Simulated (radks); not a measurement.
Ca+, 19 electrons, occupied as [Ne] 3s2 3p4 4s1 4f2 (not the ground configuration).

All-electron calculation, non-relativistic Kohn-Sham, BLYP, spin-polarised, spherical densities, point nucleus; open shells are filled with parallel spins first. Program: a radial shooting solver on a logarithmic mesh with Libxc functionals.

Energy parts (Ry):
part                       energy
total                 -1348.45128
kinetic                1347.31728
electron-nucleus      -3152.73334
Hartree                 526.89763
exchange-correlation    -69.93284

Orbitals (lengths in bohr, moments of r in powers of bohr; r(max) is where P^2 peaks):
orbital  occ.  eigenvalue (Ry)   r(max)   <1/r>
1s up       1        -291.6351  0.05081   19.54
1s down     1        -291.5807  0.05080   19.54
2s up       1        -32.82804   0.3018   4.012
2s down     1        -32.78196   0.3020   4.011
2p up       3        -27.27108   0.2468   3.943
2p down     3        -27.20633   0.2471   3.942
3s up       1         -5.66599   0.9735   1.268
3s down     1         -5.42241   0.9752   1.261
3p up       3         -4.23131    1.005   1.169
3p down     1         -3.99962    1.009   1.158
3d up       0         -2.06966    1.026  0.9370
3d down     0         -1.87414    1.036  0.9228
4s up       1         -1.30874    2.574  0.4757
4p up       0         -0.96193    2.883  0.4180
4f up       2         -0.22854    5.091  0.1984
5s up       0         -0.43071    5.795  0.2191

The highest occupied level is 4f up at -3.109 eV. The configuration is held as typed, so some empty levels lie below it. Virial ratio -V/T = 2.00084. The spin density at the nucleus is 5.104 e/bohr^3 (1s -0.445, 2s 0.180, 3s 0.303, 4s 5.066), a Fermi contact field of 268 T.
